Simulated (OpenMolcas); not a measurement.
Gd3+: effect of the metal basis and ligand basis

Gd3+ with 6 ligands (chloride) in octahedral coordination (Oh) at 2.7 Å. A charge of +0.5 e stands 3.2 Å behind each ligand.

* Program: OpenMolcas 26.06
* Method: CASSCF
* Spin-orbit coupling: state interaction with AMFI integrals over the reference wave functions

Fixed: active space 7 electrons in 7 orbitals (4f), DKH2 Hamiltonian.

States (labels of O, the rotations of Oh). Energies in cm-1 above the lowest state or level, χT in cm3 K/mol.

| Run | Metal basis | Ligand basis | Ground state | χT at 300 K | Cost |
| --- | --- | --- | --- | --- | --- |
| A | ANO-RCC-VDZP | ANO-RCC-VDZP | 8A1 | 7.851 | roughly 90 core-seconds |
| B | ANO-RCC-VTZP | ANO-RCC-VDZP | 8A1 | 7.852 | roughly 110 core-seconds |
| C | ANO-RCC-VTZP | ANO-RCC-VTZP | 8A1 | 7.852 | roughly 5 core-minutes |

Costs are those of the RASSCF and RASSI steps.

No quartet enters the spin-orbit mixing, so the splitting and order within the octet and the sextets are unsound, and g values and χT are rough. No measured value stands beside these numbers; the geometry is a model, was not optimised and need not be the one that this ion takes.
